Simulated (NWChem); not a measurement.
System: C4H4ClF; SMILES CC(Cl)=C=CF

The following NWChem deck was run.

```
start job
memory heap 200 mb stack 900 mb global 1100 mb
geometry units angstroms noautoz
  C     -1.744234     1.190708     0.153415
  C     -0.387199     0.578883    -0.031664
  Cl     0.937334     1.751620     0.059954
  C     -0.116751    -0.694182    -0.245989
  C      0.131815    -1.960270    -0.514553
  F      0.351497    -2.896648     0.432063
  H     -2.532872     0.417396     0.097521
  H     -1.802311     1.701046     1.136741
  H     -1.927531     1.958397    -0.626427
  H      0.183254    -2.379788    -1.535686
end
basis spherical
  C library cc-pvdz
  Cl library cc-pvdz
  F library cc-pvdz
  H library cc-pvdz
end
dft
  xc b3lyp
  iterations 150
  mulliken
end
task dft energy
```

Structure relaxed at the PBE-D3(BJ)/def2-SVP level.

### Question
Predict the main results of this run. (B3LYP/cc-pVDZ.) Quantities: basis functions; energy (Ha); highest occupied level (eV); orbital gap (eV); dipole (D).

### Answer
The number of basis functions comes out as 108 and the energy (Ha) is -714.83. The highest occupied level (eV) comes out as -7.28 and the orbital gap (eV) is 6.55. The dipole (D) is 1.95.
